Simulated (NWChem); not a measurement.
Species: CH5FOSi; SMILES OC[SiH2]F

```xyz
9

O      0.6145    -1.8409     0.1939
C     -0.3552    -1.0690    -0.4786
Si    -0.5041     0.6942     0.1695
F      0.8497     1.5379    -0.1488
H      0.3617    -1.9068     1.1207
H     -1.3615    -1.5425    -0.4747
H     -0.0590    -1.0298    -1.5409
H     -1.6482     1.4046    -0.4724
H     -0.6674     0.6557     1.6538
```
Atoms are numbered in this order, from 1.

Computed with NWChem. Medium grid unless said otherwise, to which SCAN and Minnesota functionals are sensitive. Structure relaxed at the PBE0/def2-SVP level.

Question: Among these, which level gives the lowest value of “highest occupied level (eV)”?
(A) BLYP/def2-TZVP
(B) PBE/def2-TZVP
(C) B3LYP/def2-TZVP
(D) r2SCAN/def2-TZVP

Answer: C, B3LYP/def2-TZVP. Values: B3LYP/def2-TZVP -7.51; r2SCAN/def2-TZVP -6.50; PBE/def2-TZVP -6.18; BLYP/def2-TZVP -6.11
